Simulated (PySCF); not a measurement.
B₂HO₂, SMILES O=BB=[OH+], charge +1. Coordinates come from a PBE-D3(BJ)/def2-TZVP optimisation. The isomer is the one that the SMILES or the coordinates give; other isomers of the formula were not compared. Other conformers were not sampled.

All values below come from PBE-D3(BJ)/def2-TZVP (PySCF).

Harmonic wavenumbers (cm⁻¹): 140, 140, 169, 169, 443, 443, 594, 1849, 2037, 3690. Rotational constants (GHz): 3.244 (linear); symmetry number 1.

Q: Work out the zero-point energy and the ideal-gas rigid-rotor harmonic-oscillator thermochemistry at 298.15 K and 1 atm.

A: ZPE = ½ Σ hcν = ½ × 9675 cm⁻¹ = 57.87 kJ/mol. H − E(el) = 75.07 kJ/mol. Entropy in J/(mol K): translation 158.64, rotation 71.15, vibration 52.63, total 282.42. G − E(el) = -9.14 kJ/mol. Cp = 76.86 J/(mol K). Modes under 150 cm⁻¹ make the vibrational entropy uncertain.
